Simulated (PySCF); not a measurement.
## Field gradients at the hydrogen positions

Species: C₃H₁₀O₂S₂Si₂.
Z-matrix (Å and degrees, GFN2-xTB geometry), rows numbered from 1:
```
O 
Si  1  1.6253
O   2  1.5972  1  108.38
C   3  1.4201  2  127.17  1    27.55
Si  4  1.9092  3  111.20  2    78.91
S   2  2.1390  1  115.37  3  -119.42
C   6  1.8260  2   94.97  1  -108.76
C   7  1.5120  6  111.48  2   -39.99
S   8  1.8220  7  110.69  6    61.44
H   1  0.9550  2  122.39  3  -177.88
H   4  1.0917  3  108.43  2   -43.92
H   4  1.0919  3  105.71  2  -159.38
H   5  1.4634  4  106.08  3   178.27
H   5  1.4622  4  108.18  3    58.54
H   5  1.4610  4  108.87  3   -62.15
H   7  1.0908  6  108.08  2    82.06
H   7  1.0895  6  106.46  2  -160.68
H   8  1.0903  7  111.12  6   -58.71
H   8  1.0899  7  110.58  6   179.40
```

Level: PBE0/pcSseg-1 (PySCF, non-relativistic); Q(2H) = 0.00286 b; rigid geometry, the same for H and D, with no vibrational averaging.

Task: Rank these positions by the coupling χzz of a deuteron there, largest first.
A. H10 (hydroxyl hydrogen)
B. H15 (Si–H hydrogen)
C. H19 (methylene hydrogen)
D. H11 (methylene hydrogen)

Result: A (339 kHz), C (205 kHz), D (200 kHz), B (110 kHz).

Task: What are Vzz, η and χzz (234.96 MHz × Q × Vzz) at all hydrogens?

Result: 
```tsv
atom	bonded to	bond length (Å)	Vzz (au)	η	χzz (kHz)
H10	O1	0.955	0.5045	0.05	339
H11	C4	1.092	0.2974	0.10	200
H12	C4	1.092	0.3020	0.08	203
H13	Si5	1.463	0.1626	0.01	109
H14	Si5	1.462	0.1637	0.01	110
H15	Si5	1.461	0.1635	0.03	110
H16	C7	1.091	0.3009	0.02	202
H17	C7	1.090	0.3060	0.04	206
H18	C8	1.090	0.3003	0.02	202
H19	C8	1.090	0.3055	0.04	205
```

Task: Average by the element that carries the hydrogen.

Result: on O: 339 kHz over 1 position, mean bond length 0.955 Å; on C: 203 kHz over 6 positions, mean bond length 1.091 Å; on Si: 110 kHz over 3 positions, mean bond length 1.462 Å.

Isolated species at its GFN2-xTB geometry (one conformer only). GFN2-xTB bond lengths can be off by several hundredths of an ångström, more for odd bonds, and the gradients follow them. A larger basis could move these couplings by a tenth or more.

The run behind these numbers computed NMR shieldings as well. Hardware: one thread of an Intel Xeon Platinum 8375C at 2.90 GHz, no GPU, shared host with 128 logical CPUs at a one-minute load of 48. Cost: 58 s of wall time, 1.1 GiB resident at most.
